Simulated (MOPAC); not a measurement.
MOPAC input (AM1):

```
AM1 1SCF CHARGE=-1 GEO-OK AUX(PRECISION=9) THREADS=1
H5Si

Si    0.00000000 1   -0.00000000 1   -0.00000000 1
H    -0.01759500 1   -0.02301500 1    1.61556300 1
H     0.01759500 1    0.02301500 1   -1.61556300 1
H     1.53014500 1    0.00631700 1    0.01675500 1
H    -0.77074900 1    1.32193100 1    0.01043800 1
H    -0.75939600 1   -1.32824800 1   -0.02719300 1
```

Output:

```
 *******************************************************************************
 **                                                                           **
 **                              MOPAC v23.2.5                                **
 **                                                                           **
 *******************************************************************************
 ** MOPAC's Digital Object Identifier: https://doi.org/10.5281/zenodo.6511958 **
 **                                                                           **
 ** Please cite the open-source release paper for use of this MOPAC version:  **
 ** J. E. Moussa and J. J. P. Stewart (2026)                                  **
 ** MOPAC: An open-source semiempirical molecular orbital program             **
 ** J. Open Source Softw., 11(119), 8025, https://doi.org/10.21105/joss.08025 **
 *******************************************************************************

                              AM1 CALCULATION RESULTS

 *******************************************************************************
 *  AM1        - The AM1 Hamiltonian to be used
 *  GEO-OK     - OVERRIDE INTERATOMIC DISTANCE AND OTHER SAFETY CHECKS
 *
 *
 *
 *                 CHARGE ON SYSTEM = -1
 *
 *
 *
 *  1SCF       - DO 1 SCF AND THEN STOP
 *  AUX        - OUTPUT AUXILIARY INFORMATION
 *******************************************************************************
AM1 1SCF CHARGE=-1 GEO-OK AUX(PRECISION=9) THREADS=1
 H5Si

   ATOM   CHEMICAL          X               Y               Z
  NUMBER   SYMBOL      (ANGSTROMS)     (ANGSTROMS)     (ANGSTROMS)

     1      Si          0.00000000  *  -0.00000000  *  -0.00000000  *
     2       H         -0.01759500  *  -0.02301500  *   1.61556300  *
     3       H          0.01759500  *   0.02301500  *  -1.61556300  *
     4       H          1.53014500  *   0.00631700  *   0.01675500  *
     5       H         -0.77074900  *   1.32193100  *   0.01043800  *
     6       H         -0.75939600  *  -1.32824800  *  -0.02719300  *

          CARTESIAN COORDINATES

    NO.       ATOM           X           Y           Z

     1        Si          0.0000     -0.0000     -0.0000
     2         H         -0.0176     -0.0230      1.6156
     3         H          0.0176      0.0230     -1.6156
     4         H          1.5301      0.0063      0.0168
     5         H         -0.7707      1.3219      0.0104
     6         H         -0.7594     -1.3282     -0.0272

  H: (AM1): M.J.S. DEWAR ET AL, J. AM. CHEM. SOC. 107 3902-3909 (1985)
 Si: (AM1): M.J.S.DEWAR, C. JIE, ORGANOMETALLICS, 6, 1486-1490 (1987).

           Empirical Formula: H5 Si  =     6 atoms

      MOLECULAR POINT GROUP   :   D3h

      RHF CALCULATION, NO. OF DOUBLY OCCUPIED LEVELS = 5

 -------------------------------------------------------------------------------
 AM1 1SCF CHARGE=-1 GEO-OK AUX(PRECISION=9) THREADS=1
 H5Si

     1SCF WAS SPECIFIED, SO BFGS WAS NOT USED
     SCF FIELD WAS ACHIEVED

                              AM1 CALCULATION
                                                       MOPAC v23.2.5 Linux

          FINAL HEAT OF FORMATION =         28.29116 KCAL/MOL =     118.37020 KJ/MOL

          COSMO AREA              =         81.37 SQUARE ANGSTROMS
          COSMO VOLUME            =         66.85 CUBIC ANGSTROMS

          IONIZATION POTENTIAL    =          1.869095 EV
          HOMO LUMO ENERGIES (EV) =         -1.869  7.781
          NO. OF FILLED LEVELS    =          5
          MOLECULAR WEIGHT        =         33.1250         POINT GROUP:  D3h

          MOLECULAR DIMENSIONS (Angstroms)

            Atom       Atom       Distance
            H     3    H     2     3.23165
            H     5    H     4     2.65047
            H     6    H     4     2.29537

          SCF CALCULATIONS        =          1

   ATOM   CHEMICAL          X               Y               Z
  NUMBER   SYMBOL      (ANGSTROMS)     (ANGSTROMS)     (ANGSTROMS)

     1      Si          0.00000000  *  -0.00000000  *  -0.00000000  *
     2       H         -0.01759500  *  -0.02301500  *   1.61556300  *
     3       H          0.01759500  *   0.02301500  *  -1.61556300  *
     4       H          1.53014500  *   0.00631700  *   0.01675500  *
     5       H         -0.77074900  *   1.32193100  *   0.01043800  *
     6       H         -0.75939600  *  -1.32824800  *  -0.02719300  *

                             CARTESIAN COORDINATES

   1   Si        0.000000000    -0.000000000    -0.000000000
   2    H       -0.017595000    -0.023015000     1.615563000
   3    H        0.017595000     0.023015000    -1.615563000
   4    H        1.530145000     0.006317000     0.016755000
   5    H       -0.770749000     1.321931000     0.010438000
   6    H       -0.759396000    -1.328248000    -0.027193000

           Empirical Formula: H5 Si  =     6 atoms

      MOLECULAR POINT GROUP   :   D3h

                  EIGENVALUES
  -9.85425  -6.31955  -6.31955  -6.16369  -1.86909   7.78077   7.78077   8.17248
   8.39856

              NET ATOMIC CHARGES AND DIPOLE CONTRIBUTIONS

  ATOM NO.   TYPE          CHARGE      No. of ELECS.   s-Pop       p-Pop
    1         Si           1.015967        2.9840     0.78593     2.19811
    2          H          -0.494147        1.4941     1.49415
    3          H          -0.494147        1.4941     1.49415
    4          H          -0.342558        1.3426     1.34256
    5          H          -0.342558        1.3426     1.34256
    6          H          -0.342558        1.3426     1.34256
 DIPOLE           X         Y         Z       TOTAL
 POINT-CHG.     0.000    -0.000     0.000     0.000
 HYBRID         0.000    -0.000     0.000     0.000
 SUM            0.000    -0.000     0.000     0.000

          ATOMIC ORBITAL ELECTRON POPULATIONS

     Atom    s        px        py        pz
    1 Si   0.78593   0.73426   0.73426   0.72960
    2  H   1.49415
    3  H   1.49415
    4  H   1.34256
    5  H   1.34256
    6  H   1.34256

 **********************
 *                    *
 * JOB ENDED NORMALLY *
 *                    *
 **********************

 == MOPAC DONE ==
```

The dipole moment of an ion depends on the origin.

The geometry given is a B3LYP-D3(BJ)/def2-TZVP minimum.
